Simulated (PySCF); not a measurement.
C6H6S2.
SMILES: `CC(=S)c1cccs1`

Torsions of this conformer, `[CH3:1][C:2](=[S:3])[c:4]1[cH:5][cH:6][cH:7][s:8]1`: C1–C2–C4–C5 180°.

The closed-shell ground state was solved at several levels (PySCF, density fitting, gas phase, non-relativistic). Isolated species at its GFN2-xTB geometry (one conformer only).

| level | basis functions | total energy (Eh) | HOMO (eV) | LUMO (eV) | gap (eV) | dipole (D) |
| --- | --- | --- | --- | --- | --- | --- |
| PBE0/pcSseg-1 | 180 | -1027.9909 | -6.30 | -2.65 | 3.65 | 3.33 |
| PBE0/def2-SVPD | 222 | -1027.6625 | -6.31 | -2.70 | 3.61 | 3.46 |

(1) Estimate the row for wB97X-D/def2-SVPD, a basis of 222 functions; the other rows only guide the guess.

(2) Over all these levels, which gives the widest orbital gap and which the narrowest?

(3) How far do the dipole and the HOMO energy spread over the levels?

Answers

(1) Total energy -1028.1200 Eh, HOMO -8.17 eV, LUMO -1.08 eV, gap 7.09 eV, dipole 3.44 D.

(2) wB97X-D/def2-SVPD (range-separated hybrid) has the widest, 7.09 eV, and PBE0/def2-SVPD (global hybrid, 25 % exact exchange) the narrowest, 3.61 eV. The two share the basis. From the narrowest to the widest the HOMO moves by -1.86 eV and the LUMO by +1.62 eV.

(3) The dipole runs from 3.33 to 3.46 D (mean 3.41 D) and the HOMO from -8.17 to -6.30 eV.

Note: wB97X-D ran without an empirical dispersion term, which enters the total energy and its gradient alone.
